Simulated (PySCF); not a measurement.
Ionisation of `F[Si](F)(F)F` (F4Si)

Molecule: `F[Si](F)(F)F` (F4Si). Coordinates in Å; atoms count from 1 in this order:
```
F     1.5524   -0.2553    0.2177
Si    0.0034    0.0007   -0.0070
F    -0.2477    1.5527   -0.2146
F    -0.8060   -0.5011    1.2616
F    -0.4831   -0.7918   -1.2920
```

Level of theory: ωB97X-D3(BJ)/ma-def2-TZVP single points in PySCF, grid level 2; every species was optimised with PBE0-D3(BJ)/def2-SVP. The prefix ma- adds one diffuse s and one diffuse p function on all atoms but H. Thermal corrections: PBE0-D3(BJ)/def2-SVP frequencies, unscaled, ideal gas at 298.15 K and 1 bar, quasi-RRHO entropy.

Frontier levels of the parent: HOMO -15.45 eV, LUMO 0.80 eV.

Oxidation to the radical cation:
| Quantity | Value |
| --- | --- |
| Vertical ionisation energy (electronic) | 15.95 eV |
| Adiabatic ionisation energy (with zero-point energy) | 15.25 eV |
| Adiabatic, electronic part | 15.29 eV |
| Vertical gap at the product's structure | 13.42 eV |
| Inner reorganisation energy (four-point) | 2532 meV |
| Relaxation of product / of parent | 662 / 1870 meV |
| ⟨S²⟩ of the product | 0.757 |
| Largest spin populations | F3 0.51, F1 0.51 |
| Largest changes of atomic charge | F3 0.37, F1 0.37, Si2 0.09, F5 0.09 |
| Distances that move most (Å) | Si2–F3 1.586 → 1.673; F1–Si2 1.586 → 1.672; Si2–F5 1.586 → 1.547; Si2–F4 1.586 → 1.547 |
| Potential in DMSO | 12.52 V absolute, 7.98 V against Fc+/Fc computed at 4.53 V (solvation -6 → -262 kJ/mol) |

Solvents are IEF-PCM continua (electrostatics only, gas-phase structures); absolute potentials refer to an electron at rest in vacuum. Fc+/Fc in DMSO, 4.53 V, is ωB97X-D3(BJ)/ma-def2-TZVP on PBE0-D3(BJ)/def2-SVP structures with GFN2-xTB thermal terms. Benchmark calculations put it near 5.0 V in acetonitrile and DMSO, so it is about 0.5 V low, and the value against it can read up to that much too high.

Vertical ionisation energy: the gap is larger than usual, and may come from another state, site, conformer or species, from an onset or band maximum that doesn't mark the energy named, from the functional or basis, or from an outlying measurement.

Measured values (NIST Chemistry WebBook, evaluated or the median of agreeing entries): vertical ionisation energy 16.45 eV (computed 15.95, difference -0.50); adiabatic ionisation energy 15.24 eV (computed 15.25, difference 0.01).

Known limits: F3 and F4 are equivalent in the parent, but the relaxed radical cation is symmetry-broken (Td to C2v), as a Jahn-Teller-type distortion or an artefact of the method; its spin populations, distances and adiabatic value belong to that structure.

Structures, frequencies and single points took 4.3 min of wall time on 1 thread of Arm Neoverse V1 (shared host), launched as `OMP_NUM_THREADS=1 python redox_run.py task.json out`.

Differences come from unrounded values, so a last digit can differ from that of the printed terms.
